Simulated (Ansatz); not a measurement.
Level of theory: B3LYP-D3(BJ)/def2-TZVP in Ansatz (a program for electronic structure). No frequencies were computed at this level.

Ansatz 0.2 input:
```yaml
crystal:
  periodic: [false, false, false]
  atoms:
    - { symbol: O, position_ang: [1.065458, -0.243141, 0.370829] }
    - { symbol: Si, position_ang: [-0.536373, 0.028275, 0.402087] }
    - { symbol: H, position_ang: [1.585857, -0.203893, -0.43297] }
    - { symbol: H, position_ang: [-1.262283, -0.978861, -0.35957] }
    - { symbol: H, position_ang: [-0.852659, 1.39762, 0.019625] }
basis:
  gaussian: { orbitals: def2-tzvp }
hamiltonian:
  xc: b3lyp
  dispersion: d3bj
relax:
  max_steps: 150
magnetization:
  spin_polarized: true
  initial_magnetization: 1
```

Output:

```
[...]
these checks for a lower state are left out or cut short: starts, cluster_reference, orbital_swaps, neighbouring_geometries, increment
544 factors; their error is unknown
mean field -9974.79318823 eV, -366.5668885097 hartree, gradient 2.5e-5 eV, S^2 0.751473; 0 other end points of the search recorded, 0 dependent functions left out
reference -9974.79339230 eV, -366.5668960091 hartree; 13, 12 occupied and 73, 74 virtual orbitals, 544 factors
relax step   3: F+E_penalty+E_count = -9974.90199229 eV  Δ(F+E_penalty+E_count) = -5.797e-3 eV  max|allowed force component| = 1.422e-1 eV/Å  Δτ_max = 0.0200 Å  (30 SCF iters, accepted)
these checks for a lower state are left out or cut short: starts, cluster_reference, orbital_swaps, neighbouring_geometries, increment
544 factors; their error is unknown
mean field evaluation 32: about -9974.7937 eV, gradient 1.6e-4 eV
mean field -9974.79365663 eV, -366.5669057230 hartree, gradient 1.0e-5 eV, S^2 0.751471; 0 other end points of the search recorded, 0 dependent functions left out
reference -9974.79386063 eV, -366.5669132199 hartree; 13, 12 occupied and 73, 74 virtual orbitals, 544 factors
relax step   4: F+E_penalty+E_count = -9974.90246953 eV  Δ(F+E_penalty+E_count) = -4.772e-4 eV  max|allowed force component| = 6.192e-2 eV/Å  Δτ_max = 0.0028 Å  (24 SCF iters, accepted)
these checks for a lower state are left out or cut short: starts, cluster_reference, orbital_swaps, neighbouring_geometries, increment
544 factors; their error is unknown
mean field -9974.79414342 eV, -366.5669236123 hartree, gradient 2.6e-5 eV, S^2 0.751467; 0 other end points of the search recorded, 0 dependent functions left out
reference -9974.79434739 eV, -366.5669311081 hartree; 13, 12 occupied and 73, 74 virtual orbitals, 544 factors
relax step   5: F+E_penalty+E_count = -9974.90300436 eV  Δ(F+E_penalty+E_count) = -5.348e-4 eV  max|allowed force component| = 7.386e-2 eV/Å  Δτ_max = 0.0092 Å  (29 SCF iters, accepted)
these checks for a lower state are left out or cut short: starts, cluster_reference, orbital_swaps, neighbouring_geometries, increment
544 factors; their error is unknown
mean field -9974.79432135 eV, -366.5669301510 hartree, gradient 2.6e-5 eV, S^2 0.751464; 0 other end points of the search recorded, 0 dependent functions left out
reference -9974.79452516 eV, -366.5669376411 hartree; 13, 12 occupied and 73, 74 virtual orbitals, 544 factors
relax step   6: F+E_penalty+E_count = -9974.90324396 eV  Δ(F+E_penalty+E_count) = -2.396e-4 eV  max|allowed force component| = 7.917e-3 eV/Å  Δτ_max = 0.0082 Å  (30 SCF iters, accepted)
these checks for a lower state are left out or cut short: starts, cluster_reference, orbital_swaps, neighbouring_geometries, increment
544 factors; their error is unknown
mean field -9974.79455287 eV, -366.5669386593 hartree, gradient 7.0e-6 eV, S^2 0.751465; 0 other end points of the search recorded, 0 dependent functions left out
reference -9974.79475675 eV, -366.5669461518 hartree; 13, 12 occupied and 73, 74 virtual orbitals, 544 factors
relax step   7: F+E_penalty+E_count = -9974.90347466 eV  Δ(F+E_penalty+E_count) = -2.307e-4 eV  max|allowed force component| = 6.501e-2 eV/Å  Δτ_max = 0.0277 Å  (30 SCF iters, accepted)
these checks for a lower state are left out or cut short: starts, cluster_reference, orbital_swaps, neighbouring_geometries, increment
544 factors; their error is unknown
mean field -9974.79470873 eV, -366.5669443871 hartree, gradient 2.6e-5 eV, S^2 0.751466; 0 other end points of the search recorded, 0 dependent functions left out
reference -9974.79491260 eV, -366.5669518792 hartree; 13, 12 occupied and 73, 74 virtual orbitals, 544 factors
relax step   8: F+E_penalty+E_count = -9974.90363521 eV  Δ(F+E_penalty+E_count) = -1.605e-4 eV  max|allowed force component| = 1.046e-2 eV/Å  Δτ_max = 0.0051 Å  (30 SCF iters, accepted)
these checks for a lower state are left out or cut short: starts, cluster_reference, orbital_swaps, neighbouring_geometries, increment
544 factors; their error is unknown
mean field evaluation 64: about -9974.7565 eV, gradient 1.3e0 eV
mean field -9974.79551947 eV, -366.5669741815 hartree, gradient 7.2e-6 eV, S^2 0.751471; 0 other end points of the search recorded, 0 dependent functions left out
reference -9974.79572343 eV, -366.5669816767 hartree; 13, 12 occupied and 73, 74 virtual orbitals, 544 factors
relax step   9: F+E_penalty+E_count = -9974.90445768 eV  Δ(F+E_penalty+E_count) = -8.225e-4 eV  max|allowed force component| = 7.027e-2 eV/Å  Δτ_max = 0.0282 Å  (31 SCF iters, accepted)
these checks for a lower state are left out or cut short: starts, cluster_reference, orbital_swaps, neighbouring_geometries, increment
544 factors; their error is unknown
mean field -9974.79911944 eV, -366.5671064776 hartree, gradient 7.7e-6 eV, S^2 0.751496; 0 other end points of the search recorded, 0 dependent functions left out
reference -9974.79932409 eV, -366.5671139986 hartree; 13, 12 occupied and 73, 74 virtual orbitals, 544 factors
relax step  10: F+E_penalty+E_count = -9974.90806104 eV  Δ(F+E_penalty+E_count) = -3.603e-3 eV  max|allowed force component| = 1.510e-1 eV/Å  Δτ_max = 0.0660 Å  (30 SCF iters, accepted)
these checks for a lower state are left out or cut short: starts, cluster_reference, orbital_swaps, neighbouring_geometries, increment
544 factors; their error is unknown
mean field -9974.79555363 eV, -366.5669754365 hartree, gradient 7.7e-6 eV, S^2 0.751538; 0 other end points of the search recorded, 0 dependent functions left out
reference -9974.79575959 eV, -366.5669830054 hartree; 13, 12 occupied and 73, 74 virtual orbitals, 544 factors
relax step  11: F+E_penalty+E_count = -9974.90445286 eV  Δ(F+E_penalty+E_count) = +3.608e-3 eV  max|allowed force component| = 7.795e-1 eV/Å  Δτ_max = 0.0736 Å  (30 SCF iters, rejected (line search))
these checks for a lower state are left out or cut short: starts, cluster_reference, orbital_swaps, neighbouring_geometries, increment
544 factors; their error is unknown
mean field -9974.80291631 eV, -366.5672460101 hartree, gradient 8.9e-6 eV, S^2 0.751506; 0 other end points of the search recorded, 0 dependent functions left out
reference -9974.80312156 eV, -366.5672535531 hartree; 13, 12 occupied and 73, 74 virtual orbitals, 544 factors
relax step  12: F+E_penalty+E_count = -9974.91183757 eV  Δ(F+E_penalty+E_count) = -3.777e-3 eV  max|allowed force component| = 1.480e-1 eV/Å  Δτ_max = 0.0360 Å  (31 SCF iters, accepted)
these checks for a lower state are left out or cut short: starts, cluster_reference, orbital_swaps, neighbouring_geometries, increment
544 factors; their error is unknown
mean field evaluation 96: about -9974.8064 eV, gradient 2.1e-3 eV
mean field -9974.80643565 eV, -366.5673753434 hartree, gradient 1.7e-5 eV, S^2 0.751573; 0 other end points of the search recorded, 0 dependent functions left out
reference -9974.80664203 eV, -366.5673829277 hartree; 13, 12 occupied and 73, 74 virtual orbitals, 544 factors
relax step  13: F+E_penalty+E_count = -9974.91527579 eV  Δ(F+E_penalty+E_count) = -3.438e-3 eV  max|allowed force component| = 6.877e-1 eV/Å  Δτ_max = 0.0981 Å  (29 SCF iters, accepted)
these checks for a lower state are left out or cut short: starts, cluster_reference, orbital_swaps, neighbouring_geometries, increment
544 factors; their error is unknown
mean field -9974.84226577 eV, -366.5686920760 hartree, gradient 6.8e-6 eV, S^2 0.751724; 0 other end points of the search recorded, 0 dependent functions left out
reference -9974.84247132 eV, -366.5686996300 hartree; 13, 12 occupied and 73, 74 virtual orbitals, 544 factors
relax step  14: F+E_penalty+E_count = -9974.95113630 eV  Δ(F+E_penalty+E_count) = -3.586e-2 eV  max|allowed force component| = 2.293e-1 eV/Å  Δτ_max = 0.1500 Å  (35 SCF iters, accepted)
these checks for a lower state are left out or cut short: starts, cluster_reference, orbital_swaps, neighbouring_geometries, increment
544 factors; their error is unknown
mean field -9974.84454363 eV, -366.5687757860 hartree, gradient 7.5e-6 eV, S^2 0.751885; 0 other end points of the search recorded, 0 dependent functions left out
reference -9974.84474724 eV, -366.5687832686 hartree; 13, 12 occupied and 73, 74 virtual orbitals, 544 factors
relax step  15: F+E_penalty+E_count = -9974.95334592 eV  Δ(F+E_penalty+E_count) = -2.210e-3 eV  max|allowed force component| = 1.105e0 eV/Å  Δτ_max = 0.1261 Å  (34 SCF iters, accepted)
these checks for a lower state are left out or cut short: starts, cluster_reference, orbital_swaps, neighbouring_geometries, increment
544 factors; their error is unknown
mean field -9974.83280839 eV, -366.5683445237 hartree, gradient 2.3e-5 eV, S^2 0.751881; 0 other end points of the search recorded, 0 dependent functions left out
reference -9974.83301266 eV, -366.5683520306 hartree; 13, 12 occupied and 73, 74 virtual orbitals, 544 factors
relax step  16: F+E_penalty+E_count = -9974.94137860 eV  Δ(F+E_penalty+E_count) = +1.197e-2 eV  max|allowed force component| = 1.473e0 eV/Å  Δτ_max = 0.1032 Å  (30 SCF iters, rejected (line search))
these checks for a lower state are left out or cut short: starts, cluster_reference, orbital_swaps, neighbouring_geometries, increment
544 factors; their error is unknown
mean field evaluation 128: about -9974.8705 eV, gradient 1.3e-5 eV
mean field -9974.87052884 eV, -366.5697307248 hartree, gradient 1.3e-5 eV, S^2 0.751845; 0 other end points of the search recorded, 0 dependent functions left out
reference -9974.87073216 eV, -366.5697381968 hartree; 13, 12 occupied and 73, 74 virtual orbitals, 544 factors
relax step  17: F+E_penalty+E_count = -9974.97920225 eV  Δ(F+E_penalty+E_count) = -2.586e-2 eV  max|allowed force component| = 4.882e-1 eV/Å  Δτ_max = 0.0509 Å  (31 SCF iters, accepted)
these checks for a lower state are left out or cut short: starts, cluster_reference, orbital_swaps, neighbouring_geometries, increment
544 factors; their error is unknown
mean field -9974.88214316 eV, -366.5701575430 hartree, gradient 2.5e-5 eV, S^2 0.751820; 0 other end points of the search recorded, 0 dependent functions left out
reference -9974.88234615 eV, -366.5701650029 hartree; 13, 12 occupied and 73, 74 virtual orbitals, 544 factors
relax step  18: F+E_penalty+E_count = -9974.99081599 eV  Δ(F+E_penalty+E_count) = -1.161e-2 eV  max|allowed force component| = 2.275e-1 eV/Å  Δτ_max = 0.0998 Å  (30 SCF iters, accepted)
these checks for a lower state are left out or cut short: starts, cluster_reference, orbital_swaps, neighbouring_geometries, increment
544 factors; their error is unknown
mean field -9974.88317855 eV, -366.5701955931 hartree, gradient 6.7e-6 eV, S^2 0.751798; 0 other end points of the search recorded, 0 dependent functions left out
reference -9974.88338185 eV, -366.5702030643 hartree; 13, 12 occupied and 73, 74 virtual orbitals, 544 factors
relax step  19: F+E_penalty+E_count = -9974.99176463 eV  Δ(F+E_penalty+E_count) = -9.486e-4 eV  max|allowed force component| = 5.715e-2 eV/Å  Δτ_max = 0.0137 Å  (32 SCF iters, accepted)
these checks for a lower state are left out or cut short: starts, cluster_reference, orbital_swaps, neighbouring_geometries, increment
544 factors; their error is unknown
mean field -9974.88367771 eV, -366.5702139367 hartree, gradient 6.9e-6 eV, S^2 0.751794; 0 other end points of the search recorded, 0 dependent functions left out
reference -9974.88388106 eV, -366.5702214097 hartree; 13, 12 occupied and 73, 74 virtual orbitals, 544 factors
relax step  20: F+E_penalty+E_count = -9974.99220626 eV  Δ(F+E_penalty+E_count) = -4.416e-4 eV  max|allowed force component| = 3.763e-2 eV/Å  Δτ_max = 0.0272 Å  (29 SCF iters, accepted)
these checks for a lower state are left out or cut short: starts, cluster_reference, orbital_swaps, neighbouring_geometries, increment
544 factors; their error is unknown
mean field -9974.88374864 eV, -366.5702165436 hartree, gradient 2.7e-5 eV, S^2 0.751797; 0 other end points of the search recorded, 0 dependent functions left out
reference -9974.88395198 eV, -366.5702240161 hartree; 13, 12 occupied and 73, 74 virtual orbitals, 544 factors
relax step  21: F+E_penalty+E_count = -9974.99230368 eV  Δ(F+E_penalty+E_count) = -9.742e-5 eV  max|allowed force component| = 3.406e-2 eV/Å  Δτ_max = 0.0061 Å  (30 SCF iters, accepted)
these checks for a lower state are left out or cut short: starts, cluster_reference, orbital_swaps, neighbouring_geometries, increment
544 factors; their error is unknown
mean field evaluation 160: about -9974.8838 eV, gradient 5.7e-4 eV
mean field -9974.88380682 eV, -366.5702186815 hartree, gradient 1.1e-5 eV, S^2 0.751797; 0 other end points of the search recorded, 0 dependent functions left out
reference -9974.88401014 eV, -366.5702261535 hartree; 13, 12 occupied and 73, 74 virtual orbitals, 544 factors
relax step  22: F+E_penalty+E_count = -9974.99235270 eV  Δ(F+E_penalty+E_count) = -4.902e-5 eV  max|allowed force component| = 8.904e-3 eV/Å  Δτ_max = 0.0027 Å  (25 SCF iters, accepted)
544 factors; their error is unknown
mean field -9974.88380682 eV, -366.5702186815 hartree, gradient 1.9e-5 eV, S^2 0.751797; 1 other end points of the search recorded, 0 dependent functions left out
reference -9974.88401014 eV, -366.5702261535 hartree; 13, 12 occupied and 73, 74 virtual orbitals, 544 factors
Total energy: -9974.99255602 eV, -366.5742151411 hartree
Atom 0 at     1.003409    -0.492330    -0.117182 Å, force    -0.002534     0.002587     0.003266 eV/Å
Atom 1 at    -0.490553     0.016693     0.392973 Å, force     0.008904    -0.002465     0.001220 eV/Å
Atom 2 at     1.747979     0.103001     0.004045 Å, force    -0.001061    -0.001682    -0.001188 eV/Å
Atom 3 at    -1.447625    -0.994982    -0.121319 Å, force    -0.002316     0.000159    -0.001989 eV/Å
Atom 4 at    -0.813211     1.367619    -0.158516 Å, force    -0.002994     0.001401    -0.001308 eV/Å
Dipole moment:     0.152828     0.230803     0.075674 e Å
```

Cost: roughly 40 core-seconds.
